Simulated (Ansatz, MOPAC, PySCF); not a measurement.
Molecule: phosphanylphosphane, P$_{2}$H$_{4}$, charge 0, multiplicity 1. SMILES: PP
Geometry from a B3LYP-D3(BJ)/def2-TZVP (Ansatz, a first-principles code) optimisation:
```xyz
6

P     -1.0203    -0.4713    -0.0535
P      1.0203     0.4711     0.0549
H     -1.5176     0.2567     1.0604
H     -1.5148     0.4895    -0.9757
H      1.5219    -0.4987     0.9637
H      1.5105    -0.2449    -1.0699
```
Charge 0, spin multiplicity 1.

Wanted: enthalpy of formation at 298 K, in kcal/mol. Set-up: no spin-orbit coupling; open shells spin-unrestricted; non-relativistic; PM7 with its own dispersion and hydrogen-bond terms; frozen cores in correlated levels; 6-311+G** with 5d, 6d on Na to Ar in Ansatz; 6-31G* and kin with 6d, 5d where marked; no dispersion term unless named. Basis-set limits of correlation are two-point, X^-3; Hartree-Fock from the larger set. First-principles rows: single points at B3LYP-D3(BJ) geometries (Ansatz), with unscaled harmonic terms from B3LYP/6-31G* at its own minima, enthalpies of formation by atomisation with measured atoms. Semi-empirical rows: MOPAC heats of formation at their own minima for 298 K.

Coupled cluster (Ansatz) is a level with limits of its own, used here on species with T1 under 0.025 (0.045 for open shells) and stable references: CCSD(T)/CBS(cc-pV(T+d)Z,cc-pV(Q+d)Z).

Value to compare with, CCSD(T)/CBS(cc-pV(T+d)Z,cc-pV(Q+d)Z) (Ansatz): 5.9 kcal/mol.

| level | program | enthalpy of formation at 298 K (kcal/mol) | difference |
|---|---|---|---|
| PM7 | MOPAC | -4.1 | -10.0 |
| SVWN5/6-31G* | Ansatz | -36.9 | -42.8 |
| PBE/def2-SVP | Ansatz | 10.8 | 4.9 |
| B3LYP/6-31G* | Ansatz | 13.8 | 7.9 |
| B3LYP/6-31+G* | Ansatz | 13.9 | 8.0 |
| B3LYP/6-31G** | Ansatz | 9.6 | 3.7 |
| PBE0/6-31G* | Ansatz | 20.4 | 14.5 |
| M06-2X/6-31G* (5d) | PySCF | 12.3 | 6.4 |
| MP2/6-311+G** | Ansatz | 53.6 | 47.7 |
| B3PW91/6-31G* (5d) | PySCF | 18.4 | 12.5 |
| PBE/def2-TZVPD | Ansatz | 5.6 | -0.3 |
| r2SCAN-D4/def2-TZVPD | Ansatz + dftd4 | 7.1 | 1.2 |

Among the 10 habitual levels, MP2/6-311+G** lies farthest from CCSD(T)/CBS(cc-pV(T+d)Z,cc-pV(Q+d)Z) (Ansatz) (47.7 kcal/mol) and B3LYP/6-31G** nearest (3.7); 8 of 10 lie above it, and their mean absolute difference is 15.8 kcal/mol, the median 9.0. One case shows no general order.

The levels are drawn from those run, B3LYP/6-31G* more often than the rest, none by its result; runs whose electronic state is in doubt are left out.
